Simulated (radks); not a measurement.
Values are calculated unless marked as measured or tabulated.
Question: The mean radii <r> (bohr) of the occupied orbitals of an atom or ion are listed with their occupations. Level of theory: Dirac Kohn-Sham, PBEsol, spin-unpolarised, spherical densities, finite nucleus; Fermi nuclear charge, rms radius of each element as measured or else 0.836 A^(1/3) + 0.57 fm (a radial shooting solver on a logarithmic mesh with Libxc functionals).

orbital      occ.     <r>
1s1/2           2  0.1766
2s1/2           2  0.9633
2p1/2     1.33333  0.9821
2p3/2     2.66667  0.9839
6f5/2    0.428571   45.25
6f7/2    0.571429   45.25

Name the element and its charge. Open shells, if any, are shared by 2j + 1.

Answer: Z = 9, fluorine, charge 0: F in [He] 2s2 2p4 6f1. The 1s radius gives Z: for a bare nucleus <r> = (2 gamma + 1)/(2Z) with gamma = sqrt(1 - (Z/c)^2), 0.1664 bohr for Z = 9, and screening makes it slightly larger (0.1766 here). The occupations add up to 9, and the charge is Z minus that.
